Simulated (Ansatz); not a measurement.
System: C$_{2}$H$_{9}$Si$_{2}$, charge 0, multiplicity 2. It need not be the lowest isomer of its formula. 
Structure (B3LYP-D3(BJ)/def2-TZVP (Ansatz, a program for electronic structure) minimum search):
```
Si
H 1 1.4872
C 1 1.8806 2 109.51
H 3 1.0910 1 111.31 2 57.48
H 3 1.0920 4 107.98 1 -121.86
H 3 1.0923 4 108.12 5 -116.52
C 1 1.8843 2 108.79 3 -120.76
H 7 1.0909 1 111.27 2 -59.13
H 7 1.0916 8 108.03 1 121.90
H 7 1.0932 8 108.13 9 116.81
Si 1 2.3389 2 106.93 7 -121.08
H 11 1.4877 1 115.21 2 58.65
H 11 1.4890 12 108.52 1 -129.61
```
Charge 0, spin multiplicity 2.

Basis-set convergence of Hartree-Fock and CCSD correlation energies (hartree) with Ansatz. Cores are frozen in the correlated levels unless marked. Open shells are spin-unrestricted. No spin-orbit coupling. Non-relativistic.

| basis | functions | E(HF) | E(corr, CCSD) |
|---|---|---|---|
| aug-cc-pV(D+d)Z | 191 | -658.83745 | -0.57401 |
| aug-cc-pV(T+d)Z | 409 | (withheld) | (withheld) |

Question: Complete the blanks.

Answer: 
- aug-cc-pV(T+d)Z, E(HF): -658.88258
- aug-cc-pV(T+d)Z, E(corr, CCSD): -0.66555
